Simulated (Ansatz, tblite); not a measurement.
(SrO)n off: gap (eV) at several levels, gas phase, relaxed structures; Ansatz, xTB through tblite. Clusters are the lowest isomers that short searches found in that spin, judged at the geometry's level. Core potentials for Sr in the def2 sets, no spin–orbit coupling. Singlets are spin-restricted. The structures are stationary points that may keep the symmetry of their start.

```
                 species    state          geometry  GFN1-xTB  GFN2-xTB  PBE-D4/def2-SVP  PBE-D4/def2-TZVP  PBE0-D4/def2-SVP
 SrO2 (with an O–O bond)  singlet  PBE-D4/def2-TZVP      1.18      4.40             0.53              0.54              2.25
Sr2O3 (with an O–O bond)  singlet  PBE0-D4/def2-SVP      1.42      0.08             1.65              1.71              3.53
Sr5O6 (with an O–O bond)  singlet   PBE-D4/def2-SVP      0.90      0.09             1.25              1.24              3.06
```

Estimate the column for PBE0-D4/def2-TZVP.

SrO2 (with an O–O bond) 2.29; Sr2O3 (with an O–O bond) 3.58; Sr5O6 (with an O–O bond) 3.05.

Over the 3 species that have every level, the mean is 1.17 at GFN1-xTB, 1.52 at GFN2-xTB, 1.14 at PBE-D4/def2-SVP, 1.16 at PBE-D4/def2-TZVP, 2.95 at PBE0-D4/def2-SVP, 2.97 at PBE0-D4/def2-TZVP. Orbital gaps grow with the share of exact exchange and aren't one observable across functionals.
